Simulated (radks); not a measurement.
Sc6+, configuration [Ne] 3s2 3p3 (the NIST ground configuration).

All-electron calculation, Dirac Kohn-Sham, PBE, spin-unpolarised, spherical densities, finite nucleus; open shells are shared between the two j in proportion to 2j + 1; Fermi nuclear charge, rms radius 3.5459 fm. Program: a radial shooting solver on a logarithmic mesh with Libxc functionals.

Energy parts (hartree):
| part | energy |
|---|---|
| total | -752.11152 |
| kinetic | 758.98302 |
| electron-nucleus | -1729.85008 |
| Hartree | 254.56307 |
| exchange-correlation | -35.80753 |

Orbitals (lengths in bohr, moments of r in powers of bohr; r(max) is where P^2 peaks):
1s1/2: occ. 2; eigenvalue (hartree) -165.6839; <r> 0.07303; <1/r> 20.77; r(max) 0.04780; small-component weight 5.65e-03
2s1/2: occ. 2; eigenvalue (hartree) -21.38257; <r> 0.3421; <1/r> 4.321; r(max) 0.2831; small-component weight 9.72e-04
2p1/2: occ. 2; eigenvalue (hartree) -18.35574; <r> 0.3044; <1/r> 4.251; r(max) 0.2303; small-component weight 9.50e-04
2p3/2: occ. 4; eigenvalue (hartree) -18.18362; <r> 0.3070; <1/r> 4.202; r(max) 0.2324; small-component weight 9.41e-04
3s1/2: occ. 2; eigenvalue (hartree) -5.40260; <r> 0.9870; <1/r> 1.431; r(max) 0.8879; small-component weight 2.35e-04
3p1/2: occ. 1; eigenvalue (hartree) -4.57353; <r> 1.018; <1/r> 1.345; r(max) 0.9020; small-component weight 2.14e-04
3p3/2: occ. 2; eigenvalue (hartree) -4.54849; <r> 1.023; <1/r> 1.336; r(max) 0.9069; small-component weight 2.12e-04
3d3/2: occ. 0; eigenvalue (hartree) -3.29366; <r> 1.054; <1/r> 1.153; r(max) 0.8618; small-component weight 1.61e-04
3d5/2: occ. 0; eigenvalue (hartree) -3.29075; <r> 1.056; <1/r> 1.152; r(max) 0.8629; small-component weight 1.61e-04
4s1/2: occ. 0; eigenvalue (hartree) -2.21933; <r> 2.142; <1/r> 0.6495; r(max) 2.065; small-component weight 8.50e-05

The highest occupied level is 3p3/2 at -123.77 eV. Summed over all electrons, <r^2> = 6.822 bohr^2, which gives a Langevin (diamagnetic) susceptibility term of -5.4 x 10^-6 cm^3/mol.
